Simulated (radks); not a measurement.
Problem. The mean radii <r> (bohr) of the occupied orbitals of an atom or ion are listed with their occupations. All-electron calculation, scalar-relativistic Kohn-Sham, SCAN, spin-polarised, spherical densities, finite nucleus; meta-GGA in the generalised Kohn-Sham scheme; Fermi nuclear charge, rms radius of each element as measured or else 0.836 A^(1/3) + 0.57 fm. Program: a radial shooting solver on a logarithmic mesh with Libxc functionals.

orbital  occ.      <r>
1s up       1  0.03917
1s down     1  0.03917
2s up       1   0.1723
2s down     1   0.1723
2p up       3   0.1504
2p down     3   0.1504
3s up       1   0.4906
3s down     1   0.4906
3p up       3   0.4975
3p down     3   0.4972
3d up       5   0.4976
3d down     5   0.4962
4s up       1    1.307
4s down     1    1.317
4p up       3    1.461
4p down     1    1.471
5s up       1    3.346
5p up       2    3.867

Name the element and its charge. Open shells, if any, are filled with parallel spins first.

Solution. Z = 38, strontium, charge +1: Sr+ in [Ar] 3d10 4s2 4p4 5s1 5p2. The 1s radius gives Z: for a bare nucleus <r> = (2 gamma + 1)/(2Z) with gamma = sqrt(1 - (Z/c)^2), 0.03844 bohr for Z = 38, and screening makes it slightly larger (0.03917 here). The occupations add up to 37, and the charge is Z minus that.
